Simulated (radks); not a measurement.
Question: Radial electron density D(r) = 4 pi r^2 rho(r) of an atom or ion with 32 electrons. Method: scalar-relativistic Kohn-Sham, Wu-Cohen GGA, spin-polarised, spherical densities, point nucleus; computed with a radial shooting solver on a logarithmic mesh with Libxc functionals.

```
   r/bohr * D(r) (the largest magnitude, 46.4, reaches the edge; | marks zero)
 0.002725 |  *
 0.003635 |   *
 0.004887 |      *
 0.006518 |          *
 0.008763 |                *
  0.01169 |                        *
  0.01571 |                                 *
  0.02096 |                                         *
  0.02818 |                                               *
  0.03758 |                                              *
  0.05053 |                                         *
  0.06739 |                                      *
  0.09061 |                                           *
   0.1208 |                                                     *
   0.1625 |                                                      *
   0.2167 |                                        *
   0.2914 |                             *
   0.3886 |                                *
   0.5225 |                                   *
   0.6968 |                         *
   0.9294 |            *
     1.25 |    *
    1.667 |  *
    2.241 | *
    2.989 |*
    4.018 *
    5.359 *
    7.205 *
     9.61 *
    12.92 *
```

What is the nuclear charge?

Answer: Z = 33. The innermost maximum, from 1s, lies near gamma/Z bohr with gamma = sqrt(1 - (Z/c)^2) = 0.971, here 0.0294 bohr (found: 0.0318), and its height grows with Z. The density is that of the arsenic ion As+ in [Ar] 3d10 4s2 4p1 5s1; the configuration itself is not fixed sharply by these data, and Z only to about a unit. D(r) has 3 maxima, at r = 0.0318, 0.143, 0.494 bohr, and minima at 0.0669, 0.311 bohr, inside which lie 2.08, 10.97 electrons.
